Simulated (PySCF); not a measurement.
# From computed data to an observable: chemical shift, span and skew from a shielding tensor

C2H5ClSi, SMILES [SiH2](C=C)Cl. Atoms are numbered in the order given.

```xyz
9

Si    -0.4072    -0.5824    -0.2358
Cl    -1.3000     1.0310     0.7118
C      1.4314    -0.5349     0.0374
C      2.2934    -0.4201    -0.9803
H     -0.6875    -0.4908    -1.6931
H     -1.0203    -1.8100     0.3371
H      1.8277    -0.6033     1.0591
H      3.3788    -0.3984    -0.8257
H      1.9521    -0.3408    -2.0199
```
Charge 0, spin multiplicity 1.

The structure is a stationary point at ωB97X-D3(BJ)/def2-SVP. One conformer was computed; it need not be the lowest.

GIAO shieldings from KT2/pcSseg-1 in PySCF, non-relativistic, no solvent. The symmetric part of the tensor of Si1 has the principal values 334.9, 373.8, 405.8 ppm. The same nucleus in TMS has σ = 361.9 ppm at this level (PySCF, at its B3LYP-D3(BJ)/def2-TZVP geometry). Without spin–orbit terms, shifts of atoms bonded to Cl or Br come out too high.

Question: Work out the isotropic shielding, the ²⁹Si shift against TMS, the span and the skew.

Answer: 
σ(iso) = (σ11 + σ22 + σ33)/3 = 371.5 ppm. δ = σ(ref) − σ(iso) = 361.9 − (371.5) = -9.6 ppm.
Span Ω = σ33 − σ11 = 70.9 ppm. Skew κ = 3(σ(iso) − σ22)/Ω = -0.10. Tumbling in solution averages the tensor to δ; in a static solid the shielding alone would spread this spin-1/2 line over Ω.
